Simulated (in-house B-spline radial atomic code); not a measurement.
The numbers below are computed, except where a source is named.
**Making a Troullier-Martins p channel for Zn, r_c = 0.75 bohr**

Zn, [Ar] 3d10 4s2, non-relativistic LDA (VWN5), spherical and spin-unpolarised, from a B-spline radial code for spherical atoms (atomic units). The all-electron 3p level is ε = -3.022364 hartree, its outermost node lies just inside 0.26 bohr and its outer maximum at 0.60 bohr.

Inside r_c the pseudo-orbital is u(r) = r^2 exp(p(r)), with p = c0 + c2 r² + c4 r⁴ + … + c12 r¹². The seven coefficients follow from p and its first four derivatives at r_c, from zero curvature of the screened potential at the origin, c4 = −c2²/(2l + 5), and from the norm inside r_c. At r_c the all-electron orbital has P = 1.15658, P' = -1.246047, the screened potential V = -6.51186, V' = 20.47037, V'' = -86.86981, and the norm inside is Q = 0.5988631.

What are p, p' and p'' at r_c?

p = ln(P/r_c^2) = ln(1.15658/0.5625) = 0.72083. p' = P'/P − 2/r_c = -1.07735 − 2.66667 = -3.74402. The radial equation gives p'' = 2(V − ε) − 2(2) p'/r_c − p'² = -6.97899 − (-19.96812) − 14.01770 = -1.02858. Differentiating, p''' = 2V' + 2(2)p'/r_c² − 2(2)p''/r_c − 2p'p'' = 12.1, and p'''' = 2V'' − 4(2)p'/r_c³ + 4(2)p''/r_c² − 2(2)p'''/r_c − 2p''² − 2p'p''' = -93.414.

For a trial c2 the five matching conditions are linear in c0, c6, c8, c10 and c12, and c2 is varied until the norm inside r_c equals Q. The root nearest zero gives:

| n | c_n |
| --- | --- |
| 0 | 2.172245 |
| 2 | -2.074719 |
| 4 | -0.6149226 |
| 6 | -7.82071 |
| 8 | 25.38096 |
| 10 | -28.36323 |
| 12 | 11.3135 |

Check c4 and p(r_c), and find the screened pseudopotential at the origin.

−c2²/7 = -0.614923, as listed. The terms c_n r_c^n are 2.17224, -1.16703, -0.19457, -1.39192, 2.54096, -1.59723, 0.35837, which sum to 0.72083. Inverting the radial equation, V_l(r) = ε + 2 p'/r + (p'' + p'²)/2, so V_l(0) = ε + (2l + 3) c2 = -3.022364 + 5 × (-2.07472) = -13.3960 hartree, finite where the all-electron potential diverges.

Orbitals and screened potentials:

| r (bohr) | P | u | V all-electron | V pseudo |
| --- | --- | --- | --- | --- |
| 0.075 | -0.5389 | 0.0488 | -303.5 | -13.4 |
| 0.188 | -0.4399 | 0.288 | -87.38 | -13.59 |
| 0.3 | 0.3483 | 0.6495 | -41.66 | -14.22 |
| 0.413 | 0.9619 | 1.011 | -23.48 | -14.62 |
| 0.525 | 1.233 | 1.231 | -14.52 | -13.18 |
| 0.638 | 1.26 | 1.26 | -9.472 | -9.645 |
| 0.75 | 1.157 | 1.157 | -6.512 | -6.512 |

Logarithmic derivatives P'/P at R = 1.05 bohr, for energies E around ε:

```
E − ε (hartree)  all-electron     pseudo
           -0.5     -0.572559  -0.573228
          -0.25      -1.13708   -1.13731
           -0.1      -1.54607   -1.54611
              0      -1.85699   -1.85699
            0.1      -2.20557   -2.20563
           0.25      -2.81701   -2.81747
            0.5      -4.17758   -4.18044
```

With P(R) = 0.728002 and a norm of 0.8707508 inside R, what slope in energy does norm conservation fix?

d(P'/P)/dE = −2 × (norm inside R)/P(R)² = -3.2859 per hartree·bohr at E = ε, for both atoms, since orbital and norm agree at R. Differences over ±0.1 hartree give -3.2975 (all-electron) and -3.2976 (pseudo), which also hold third-order terms. Half a hartree below ε the two curves differ by -0.0007.
